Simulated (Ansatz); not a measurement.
One change: `[F][Cd][SH]` becomes `[OH][Cd][F]`.

Ansatz, PBE0-D4/def2-TZVP geometries, multiplicity 1. Each molecule was computed in one conformer, which needn't be the lowest.

Elements past krypton have def2 core potentials.

| property | `[F][Cd][SH]` |
| --- | --- |
| size of the dipole moment (B3LYP/def2-TZVPP) / D | 1.90 |
| LUMO energy (B3LYP/def2-TZVPP) / eV | -2.16 |
| HOMO–LUMO gap (PBE/def2-TZVPP) / eV | 3.75 |
| LUMO energy (PBE/def2-TZVPP) / eV | -2.70 |
| HOMO–LUMO gap (ωB97M-V/def2-TZVPP) / eV | 9.78 |
| LUMO energy (PBE0/def2-TZVPP) / eV | -1.82 |

(1) Give the same properties after the change, and the shifts. (Best estimate.)

## Answers

(1) Computed: 
```csv
property,`[OH][Cd][F]`,shift
size of the dipole moment (B3LYP/def2-TZVPP) / D,2.08,0.18
LUMO energy (B3LYP/def2-TZVPP) / eV,-2.25,-0.09
HOMO–LUMO gap (PBE/def2-TZVPP) / eV,4.05,0.30
LUMO energy (PBE/def2-TZVPP) / eV,-2.79,-0.09
HOMO–LUMO gap (ωB97M-V/def2-TZVPP) / eV,10.83,1.05
LUMO energy (PBE0/def2-TZVPP) / eV,-1.86,-0.04
```

Dipoles are sizes alone; their direction can turn.

B3LYP here is the variant with VWN-RPA as its local correlation; programs differ in this.
